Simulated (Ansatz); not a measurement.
`CC(C)B(F)F` + NH₃ → `NB(F)F` + propane at 298.15 K and 1 bar (ligand exchange at a B–C bond).

Program: Ansatz. Geometries: PBE0-D4/def2-TZVP. ΔE: electronic, gas phase. CCSD(T)/CBS is the MP2 limit (def2-TZVPP, def2-QZVPP) plus CCSD(T) − MP2 in def2-TZVPP, frozen cores. This one scheme is used for every species. One conformer a species, not always the lowest.

```
     species  CCSD(T)/CBS energy (Eh)  H − E (kJ/mol)  S (J/(mol·K))
`CC(C)B(F)F`               -342.89198           293.1          357.3
         NH₃                -56.50880           100.5          192.4
    `NB(F)F`               -280.46129           110.4          271.7
       `CCC`               -118.98051           285.9          268.4
```

H − E and S are ideal-gas, rigid-rotor, harmonic terms from PBE0-D4/def2-TZVP, for one conformer and one mirror image of each species. 1 Eh = 2625.50 kJ/mol, R = 8.31446 J/(mol·K).

**Question.** By hand: ΔE, ΔH, ΔS and ΔG.

**Answer.** ΔE = (-280.46129) + (-118.98051) − (-342.89198) − (-56.50880) = -0.04102 Eh = -107.7 kJ/mol. Δ(H − E) = 110.4 + 285.9 − 293.1 − 100.5 = 2.7, so ΔH = -105.0 kJ/mol. ΔS = 271.7 + 268.4 − 357.3 − 192.4 = -9.6 J/(mol·K). ΔG = -105.0 − 298.15 × (-9.6)/1000 = -102.1 kJ/mol.

**Question.** By hand: the equilibrium constant, and the temperature at which ΔG would vanish if ΔH and ΔS stayed fixed.

**Answer.** log₁₀ K = −ΔG/(RT ln 10) = 17.9. ΔG = 0 at ΔH/ΔS = 10938 K, far beyond where these terms or the molecules hold.

The number of gas molecules stays the same, so ΔS is small and ΔH decides. A doubt of 5 kJ/mol in ΔE shifts log₁₀ K by 0.9 here. Other conformers and mirror images would add mixing entropy, several J/(mol·K) or more a flexible species. Modes under 60 cm⁻¹, often nearly free rotors, make the harmonic entropy too high. These are equilibria of isolated gas molecules and say nothing of rates. Largest T1 diagnostic: 0.011 (customary marks: 0.02 for closed shells, 0.045 for open ones).
